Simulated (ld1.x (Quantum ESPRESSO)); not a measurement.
# Which change was made? (Fe, TM)

- Element: Fe (Z = 26)
- Generator: ld1.x (Quantum ESPRESSO) 7.5
- Type: norm-conserving Troullier–Martins (Kleinman–Bylander form)
- Functional: LDA (PZ)
- Relativity: scalar-relativistic
- Frozen core: [Ne]
- Valence charge: 16
- Reference configuration: 3s2 3p6 3d6 4s0 4p0 (charge +2)
- Partial waves: 3s (bound): rc 1.35 bohr; 3p (bound): rc 1.05 bohr; 3d (bound): rc 1.25 bohr
- Local potential: all-electron potential smoothed inside 1.20 bohr (lloc = -1)
- Core correction: a·sin(br)/r model core inside 1.00 bohr

Cutoffs, loose and tight: the cutoffs (Ry, on a coarse ladder) from which the occupation-weighted sum of valence levels, in a spherical-Bessel basis at the reference potential, stays within 10 and 1 mRy of its value at 400 Ry. They do not see the model core or the augmentation charge, which bear on the density cutoff. Test errors are all-electron minus pseudo excitation energies from the reference, over the configurations 3s2 3p6 3d6 4s2 4p0; 3s2 3p6 3d6 4s1 4p0; 3s2 3p6 3d5 4s0 4p0; 3s2 3p5 3d6 4s2 4p0; 3s2 3p6 3d5 4s2 4p0; 3s1 3p6 3d6 4s2 4p0; 3s2 3p6 3d6 4s1.5 4p0 (two spin-polarised tests are not counted in the largest error); variants that change the core or the reference have their own tests.

The base gives: outcome: generated; cutoff, loose: 140 Ry; cutoff, tight: 230 Ry; bound ghosts: none; largest test error (meV): +272.

Task: After one change the result is: outcome: generated; cutoff, loose: 110 Ry; cutoff, tight: 180 Ry; bound ghosts: none; largest test error (meV): +5592. Which change was it?
A. all radii but the core radius scaled by about 0.77 (s 1.04, p 0.80, d 0.96 bohr); local potential all-electron potential smoothed inside 0.92 bohr (lloc = -1)
B. all radii but the core radius scaled by about 1.12 (s 1.52, p 1.18, d 1.40 bohr); local potential all-electron potential smoothed inside 1.36 bohr (lloc = -1)
C. all radii but the core radius scaled by about 0.89 (s 1.20, p 0.94, d 1.12 bohr); local potential all-electron potential smoothed inside 1.08 bohr (lloc = -1)
D. all radii but the core radius scaled by about 1.24 (s 1.68, p 1.30, d 1.56 bohr); local potential all-electron potential smoothed inside 1.48 bohr (lloc = -1)

Result: D. The others give: all radii but the core radius scaled by about 1.12 (s 1.52, p 1.18, d 1.40 bohr); local potential all-electron potential smoothed inside 1.36 bohr (lloc = -1) → outcome: generated; cutoff, loose: 120 Ry; cutoff, tight: 200 Ry; bound ghosts: none; largest test error (meV): -3040 | all radii but the core radius scaled by about 0.89 (s 1.20, p 0.94, d 1.12 bohr); local potential all-electron potential smoothed inside 1.08 bohr (lloc = -1) → outcome: generated; cutoff, loose: 160 Ry; cutoff, tight: 260 Ry; bound ghosts: none; largest test error (meV): +653 | all radii but the core radius scaled by about 0.77 (s 1.04, p 0.80, d 0.96 bohr); local potential all-electron potential smoothed inside 0.92 bohr (lloc = -1) → outcome: generated; cutoff, loose: 200 Ry; cutoff, tight: 300 Ry; bound ghosts: none; largest test error (meV): +650.
